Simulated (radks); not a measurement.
The numbers below are computed, except where a source is named.
All-electron atom: the nickel ion Ni2+ in [Ar] 3d8. Level of theory: scalar-relativistic Kohn-Sham, r2SCAN, spin-polarised, spherical densities, finite nucleus; open shells are filled with parallel spins first; meta-GGA in the generalised Kohn-Sham scheme; Fermi nuclear charge, rms radius 3.7757 fm (a radial shooting solver on a logarithmic mesh with Libxc functionals).

Radial electron density D(r) = 4 pi r^2 rho(r):

r (bohr)  D(r) (e/bohr)   spin D(r)
0.004173          2.864  -0.0000674
0.004743          3.564  -0.0000839
0.005348          4.358   -0.000102
0.006029          5.306   -0.000125
0.006798          6.429   -0.000151
0.007665          7.747   -0.000182
0.008642          9.278   -0.000217
0.009822          11.16   -0.000261
0.01107           13.16   -0.000308
0.01249           15.39   -0.000360
0.01408           17.81   -0.000416
0.01587           20.39   -0.000477
0.01804           23.23   -0.000544
0.02034           25.88   -0.000607
0.02293           28.38   -0.000669
0.02586           30.59   -0.000727
0.02916           32.36   -0.000778
0.03314           33.59   -0.000820
0.03736           34.02   -0.000841
0.04212           33.70   -0.000830
0.0475            32.69   -0.000760
0.05355           31.17   -0.000567
0.06086           29.31  -0.0000862
0.06862           27.78    0.000880
0.07737           26.86     0.00280
0.08724           26.93     0.00642
0.09836           28.15      0.0130
0.1109            30.42      0.0245
0.126             33.52      0.0455
0.1421            36.32      0.0773
0.1602            38.16       0.126
0.1807            38.30       0.197
0.2037            36.39       0.298
0.2315            32.26       0.445
0.261             27.20       0.624
0.2943            22.13       0.844
0.3318            18.19        1.10
0.3741            16.17        1.37
0.4252            16.21        1.67
0.4794            17.70        1.91
0.5406            19.50        2.09
0.6095            20.54        2.16
0.6872            20.18        2.11
0.781             18.20        1.95
0.8806            15.26        1.72
0.9929            11.91        1.44
1.119             8.701        1.15
1.262             5.994       0.865
1.423             3.926       0.617
1.617             2.384       0.401
1.824             1.435       0.248
2.056            0.8279       0.141
2.318            0.4534      0.0725
2.614            0.2318      0.0329
2.971            0.1028      0.0119
3.35            0.04284     0.00366
3.777           0.01570    0.000792

D(r) has 3 maxima, at r = 0.0377, 0.172, 0.629 bohr, and minima at 0.0818, 0.396 bohr, inside which lie 2.11, 10.77 electrons.
